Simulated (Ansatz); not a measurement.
`[Br][SnH2]` radical, relaxed with UKS PBE0-D4/def2-TZVP in Ansatz 0.2.0 from a PBE-D4/def2-SVP geometry. The force threshold is 0.005 eV/Å; the program also tests the step.

The species carries charge 0 and has multiplicity 2. Sn: def2 effective core potential.

Start:

```xyz
4

Br   -1.874    0.281    1.071
Sn    0.135    0.352   -0.476
H     0.227   -1.256   -1.174
H     1.513    0.624    0.578
```

```
step  energy (eV)  largest force (eV/Å)  largest move (Å)
   1  -75902.5834                 0.439             0.000
   2  -75902.6000                 0.248             0.055
   3  -75902.6068                 0.026             0.024
   4  -75902.6068                 0.005             0.004
```

End:

```xyz
4

Br   -1.845    0.280    1.053
Sn    0.137    0.333   -0.458
H     0.218   -1.237   -1.165
H     1.490    0.624    0.570
```

It took 16 s on 2 threads of a server CPU on a shared host, with 0.35 GiB of host memory at the peak.
